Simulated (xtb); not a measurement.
C₂H₃O₂, charge -1, singlet, from a rough starting geometry; GFN2-xTB in xtb.

The xtb input:
```
$ xtb mol.xyz --gfn 2 --chrg -1 --opt vtight --json

# file mol.xyz
7

C     -0.04227059     0.49363288     0.05653608
O      0.18578834     1.71589990     0.03258641
O     -1.24403178    -0.04763731     0.04417046
H     -1.86782221     0.68427516     0.00286134
C      1.06099670    -0.58038195     0.00220026
H      0.92441407    -1.17408827     0.86908878
H      0.95055129    -1.14502254    -0.85263414
```

Output, abridged:

```
   ID    Z sym.   atoms
    1    6 C      1, 5
    2    8 O      2, 3
    3    1 H      4, 6, 7

           -------------------------------------------------
          |                Calculation Setup                |
           -------------------------------------------------

           -------------------------------------------------
          |                 G F N 2 - x T B                 |
           -------------------------------------------------

          ...................................................
          :                      SETUP                      :
          :.................................................:
          :  # basis functions                  19          :
          :  # atomic orbitals                  19          :
          :  # shells                           11          :
          :  # electrons                        24          :
          :  max. iterations                   250          :
          :  Hamiltonian                  GFN2-xTB          :
          :  restarted?                      false          :
          :  GBSA solvation                  false          :
          :  PC potential                    false          :
          :  electronic temp.          300.0000000     K    :
          :  accuracy                    1.0000000          :
          :  -> integral cutoff          0.2500000E+02      :
          :  -> integral neglect         0.1000000E-07      :
          :  -> SCF convergence          0.1000000E-05 Eh   :
          :  -> wf. convergence          0.1000000E-03 e    :
          :  Broyden damping             0.4000000          :
          :  net charge                         -1          :
          :  unpaired electrons                  0          :
          ...................................................

 iter      E             dE          RMSdq      gap      omega  full diag
   1    -14.0593155 -0.140593E+02  0.601E+00    4.27       0.0  T
   2    -14.1454210 -0.861056E-01  0.347E+00    0.82       1.0  T
   3    -14.1538463 -0.842530E-02  0.223E+00    0.95       1.0  T
   4    -14.1554694 -0.162303E-02  0.397E-01    0.41       1.0  T
   5    -14.1560775 -0.608182E-03  0.133E-01    0.62       1.0  T
   6    -14.1560862 -0.867002E-05  0.476E-02    0.59       1.0  T
   7    -14.1560910 -0.481275E-05  0.137E-02    0.62       2.8  T
   8    -14.1560916 -0.539093E-06  0.577E-03    0.62       6.6  T
   9    -14.1560916 -0.240666E-07  0.107E-03    0.62      35.4  T
  10    -14.1560916 -0.665004E-09  0.275E-04    0.62     137.5  T
  11    -14.1560916 -0.799822E-10  0.102E-04    0.62     369.7  T

   *** convergence criteria satisfied after 11 iterations ***

         :::::::::::::::::::::::::::::::::::::::::::::::::::::
         ::                     SUMMARY                     ::
         :::::::::::::::::::::::::::::::::::::::::::::::::::::
         :: total energy             -14.036351561691 Eh    ::
         :: gradient norm              0.150128120041 Eh/a0 ::
         :: HOMO-LUMO gap              0.616361572883 eV    ::
         ::.................................................::
         :: SCC energy               -14.156091252950 Eh    ::
         :: -> isotropic ES            0.203765461146 Eh    ::
         :: -> anisotropic ES          0.004638041289 Eh    ::
         :: -> anisotropic XC         -0.000857209027 Eh    ::
         :: -> dispersion             -0.003406398237 Eh    ::
         :: repulsion energy           0.119739691259 Eh    ::
         :: add. restraining           0.000000000000 Eh    ::
         :: total charge              -1.000000000000 e     ::
         :::::::::::::::::::::::::::::::::::::::::::::::::::::

      -----------------------------------------------------------
     |                   =====================                   |
     |                        A N C O P T                        |
     |                   =====================                   |
[...]
 * total energy  :   -14.1176895 Eh     change       -0.2978164E-03 Eh
 * total energy  :   -14.1179367 Eh     change       -0.2472639E-03 Eh
 * total energy  :   -14.1181945 Eh     change       -0.2577564E-03 Eh
 * total energy  :   -14.1183988 Eh     change       -0.2043044E-03 Eh
 * total energy  :   -14.1184821 Eh     change       -0.8332622E-04 Eh
 * total energy  :   -14.1184996 Eh     change       -0.1745378E-04 Eh
 * total energy  :   -14.1185054 Eh     change       -0.5835816E-05 Eh
 * total energy  :   -14.1185078 Eh     change       -0.2392740E-05 Eh
 * total energy  :   -14.1185099 Eh     change       -0.2053254E-05 Eh
 * total energy  :   -14.1185121 Eh     change       -0.2285668E-05 Eh
 * total energy  :   -14.1185123 Eh     change       -0.1137633E-06 Eh
 * total energy  :   -14.1185123 Eh     change       -0.1706624E-07 Eh
   *** GEOMETRY OPTIMIZATION CONVERGED AFTER 26 ITERATIONS ***
         :: total energy             -14.118512268503 Eh    ::
[...]
      -------------------------------------------------------------
         1        2.0000           -0.4807622             -13.0822
         2        2.0000           -0.4319016             -11.7526
         3        2.0000           -0.3892143             -10.5911
         4        2.0000           -0.3420953              -9.3089
         5        2.0000           -0.3282000              -8.9308
         6        2.0000           -0.2893892              -7.8747
         7        2.0000           -0.2876036              -7.8261
         8        2.0000           -0.2420014              -6.5852
         9        2.0000           -0.2313935              -6.2965
        10        2.0000           -0.2099049              -5.7118
        11        2.0000           -0.1513609              -4.1187
        12        2.0000           -0.1063059              -2.8927 (HOMO)
        13                          0.0816389               2.2215 (LUMO)
        14                          0.2700717               7.3490
        15                          0.3561233               9.6906
        16                          0.3790499              10.3145
        17                          0.4946470              13.4600
        18                          0.6820035              18.5583
        19                          0.8835161              24.0417
      -------------------------------------------------------------
                  HL-Gap            0.1879447 Eh            5.1142 eV
             Fermi-level           -0.0123335 Eh           -0.3356 eV

     #   Z          covCN         q      C6AA      α(0)
     1   6 C        2.682     0.285    22.173     7.706
     2   8 O        0.856    -0.662    27.699     7.056
     3   8 O        1.652    -0.531    23.571     6.554
     4   1 H        0.805     0.255     0.873     1.468
     5   6 C        2.835    -0.237    34.376     9.608
     6   1 H        0.926    -0.056     4.240     3.220
     7   1 H        0.926    -0.054     4.181     3.198

 Mol. C6AA /au·bohr⁶  :        656.775519
 Mol. C8AA /au·bohr⁸  :      14249.986559
 Mol. α(0) /au        :         38.809579

Wiberg/Mayer (AO) data.
largest (>0.10) Wiberg bond orders for each atom

 ---------------------------------------------------------------------------
     #   Z sym  total        # sym  WBO       # sym  WBO       # sym  WBO
 ---------------------------------------------------------------------------
     1   6 C    3.910 --     5 C    1.593     2 O    1.424     3 O    0.887
     2   8 O    1.749 --     1 C    1.424     5 C    0.216
     3   8 O    1.955 --     4 H    0.917     1 C    0.887
     4   1 H    0.935 --     3 O    0.917
     5   6 C    3.822 --     1 C    1.593     6 H    0.980     7 H    0.978
                             2 O    0.216
     6   1 H    0.997 --     5 C    0.980
     7   1 H    0.997 --     5 C    0.978
 ---------------------------------------------------------------------------

Topologies differ in total number of bonds
Writing topology from bond orders to xtbtopo.mol

molecular dipole:
                 x           y           z       tot (Debye)
 q only:       -0.264      -0.810       0.323
   full:       -0.354      -0.851       0.365       2.520
molecular quadrupole (traceless):
                xx          xy          yy          xz          yz          zz
 q only:        1.557      -1.304      -4.249       1.229       3.224       2.692
  q+dip:        2.397      -2.958      -4.537       1.432       3.717       2.140
   full:        2.467      -2.712      -4.740       1.365       3.753       2.273

optimized geometry written to: xtbopt.xyz

           -------------------------------------------------
          | TOTAL ENERGY              -14.118512268503 Eh   |
          | GRADIENT NORM               0.000026625419 Eh/α |
          | HOMO-LUMO GAP               5.114236549640 eV   |
           -------------------------------------------------

normal termination of xtb
```
